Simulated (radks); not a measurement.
Task: The mean radii <r> (bohr) of the occupied orbitals of an atom or ion are listed with their occupations. All-electron calculation, Dirac Kohn-Sham, LDA (Slater exchange, Perdew-Wang correlation), spin-unpolarised, spherical densities, finite nucleus; Fermi nuclear charge, rms radius of each element as measured or else 0.836 A^(1/3) + 0.57 fm. Program: a radial shooting solver on a logarithmic mesh with Libxc functionals.

| orbital | occ. | <r> |
|---|---|---|
| 1s1/2 | 2 | 0.01688 |
| 2s1/2 | 2 | 0.07051 |
| 2p1/2 | 2 | 0.05800 |
| 2p3/2 | 4 | 0.06655 |
| 3s1/2 | 2 | 0.1835 |
| 3p1/2 | 2 | 0.1737 |
| 3p3/2 | 4 | 0.1894 |
| 3d3/2 | 4 | 0.1649 |
| 3d5/2 | 6 | 0.1696 |
| 4s1/2 | 2 | 0.4072 |
| 4p1/2 | 2 | 0.4095 |
| 4p3/2 | 4 | 0.4437 |
| 4d3/2 | 4 | 0.4520 |
| 4d5/2 | 6 | 0.4632 |
| 5s1/2 | 2 | 0.9188 |
| 4f5/2 | 6 | 0.4937 |
| 4f7/2 | 8 | 0.5006 |
| 5p1/2 | 2 | 0.9867 |
| 5p3/2 | 3 | 1.077 |
| 5d3/2 | 4 | 1.350 |
| 5d5/2 | 4 | 1.389 |

Name the element and its charge. Open shells, if any, fill j = l - 1/2 first.

Result: Z = 79, gold, charge +4: Au4+ in [Kr] 4d10 4f14 5s2 5p5 5d8. The 1s radius gives Z: for a bare nucleus <r> = (2 gamma + 1)/(2Z) with gamma = sqrt(1 - (Z/c)^2), 0.01667 bohr for Z = 79, and screening makes it slightly larger (0.01688 here). The occupations add up to 75, and the charge is Z minus that.
